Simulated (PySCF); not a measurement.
Species: C₆H₅F₃O.
Cartesian coordinates in Å at the PBE0-D3(BJ)/def2-SVP level; atoms count from 1:
```xyz
15
C6H5F3O angstrom
C      3.274   -0.174    0.503
C      2.042    0.241    0.209
C      1.027    1.278    0.065
C      0.696    0.022   -0.191
O     -0.194   -0.869   -0.571
C     -1.475   -0.377   -0.891
C     -2.379   -0.348    0.326
F     -1.926    0.496    1.252
F     -2.489   -1.549    0.883
F     -3.595    0.056   -0.046
H      3.530   -1.232    0.438
H      4.044    0.534    0.813
H      0.766    2.329    0.154
H     -1.916   -1.061   -1.628
H     -1.425    0.637   -1.316
```

All values: wB97X-D/def2-SVPD (PySCF, non-relativistic), on one gas-phase PBE0-D3(BJ)/def2-SVP geometry that isn't relaxed in the solvent. The solvent is an IEF-PCM continuum (cavity from Bondi-type radii × 1.2). Only the electrostatic response of the medium enters.

Gas phase at wB97X-D/def2-SVPD: HOMO -7.70 eV, LUMO 1.77 eV, dipole 3.02 D.

Q: What does the continuum do to the energy, the frontier levels and the dipole at wB97X-D/def2-SVPD in acetone and acetonitrile?

A: 
```tsv
solvent	ε	E(solvent) − E(gas) (kcal/mol)	polarisation term (kcal/mol)	distortion of the solute (kcal/mol)	HOMO (eV)	LUMO (eV)	dipole (D)
acetone	20.49	-6.23	-7.51	1.28	-7.82	1.89	4.18
acetonitrile	35.69	-6.47	-7.86	1.39	-7.83	1.89	4.23
```

Polarisation term: ½ Σ q·V over the induced surface charges. Distortion: the rise of the solute's own energy as its density leaves the gas-phase optimum. From acetone to acetonitrile the lowering changes by a factor 1.04, Onsager's factor (ε − 1)/(2ε + 1) by 1.03 and ε itself by 1.7.

Q: Which radius a makes the point-dipole formula ΔE = −[(ε − 1)/(2ε + 1)]·μ²/a³ give the value in acetonitrile, with the gas-phase dipole?

A: μ = 1.188 au and |ΔE| = 0.01032 Eh give a = 2.13 Å; the farthest nucleus lies 4.16 Å from the centroid of the nuclei, so such a sphere wouldn't even hold the nuclei. The formula assumes a rigid point dipole at the centre of a sphere.

Q: Give the dipole vector in the frame of the coordinates (D, pointing from negative to positive charge), gas and acetonitrile.

A: Gas (-1.77, 1.31, -2.07), solvent (-2.59, 1.89, -2.76). Its length changes by +40 % and its direction by 3°.

Q: How does the static polarisability (wB97X-D/def2-SVPD, frozen core, with the continuum's full static response) change?

A: 
| medium | isotropic (au) | principal values (au) | ⟨r²⟩ of the electrons (bohr²) |
| --- | --- | --- | --- |
| gas | 79.0 | 57.6, 71.8, 107.5 | 1691.9 |
| acetone | 102.5 | 75.5, 96.0, 136.0 | 1693.6 |
| acetonitrile | 103.5 | 76.4, 97.1, 137.1 | 1693.7 |

The isotropic value in acetonitrile is 1.31 times the gas-phase one; no cavity-field correction is applied. ⟨r²⟩ is taken about the centre of nuclear charge.

Note: wB97X-D ran without an empirical dispersion term, which enters the total energy and its gradient alone.
